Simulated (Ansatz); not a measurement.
CH$_{6}$GeSi, SMILES `[CH2]1[SiH2][GeH2]1`, relaxed with RKS PBE-D4/def2-SVP in the Gaussian-basis code of Ansatz from a rough embedded geometry. The force threshold is 0.03 eV/Å; the program also tests the step.

The species carries charge 0 and has multiplicity 1.

Start:

```xyz
9

C    -0.896    0.216   -0.112
Si    0.487   -0.325   -1.129
Ge    0.413    0.086    1.205
H    -1.156    1.271   -0.370
H    -1.762   -0.484   -0.051
H     1.245    0.722   -1.861
H     0.506   -1.780   -1.452
H     0.174   -1.181    2.083
H     0.988    1.475    1.689
```

```
        step  energy (eV)  largest force (eV/Å)  largest move (Å)
           1  -65504.1985                 2.862             0.000
           2  -65504.6888                 1.225             0.197
           3  -65504.7620                 0.246             0.064
4 (rejected)  -65504.7518                 0.587             0.056
           5  -65504.7683                 0.034             0.023
           6  -65504.7686                 0.016             0.004
```

End:

```xyz
9

C    -0.976    0.264   -0.168
Si    0.589   -0.351   -1.071
Ge    0.484    0.057    1.215
H    -1.295    1.304   -0.366
H    -1.840   -0.419   -0.084
H     1.255    0.610   -2.010
H     0.564   -1.759   -1.588
H     0.255   -1.087    2.226
H     0.964    1.380    1.847
```

Run time 10 s (4 threads of a server CPU on a shared host); peak host memory 0.14 GiB.
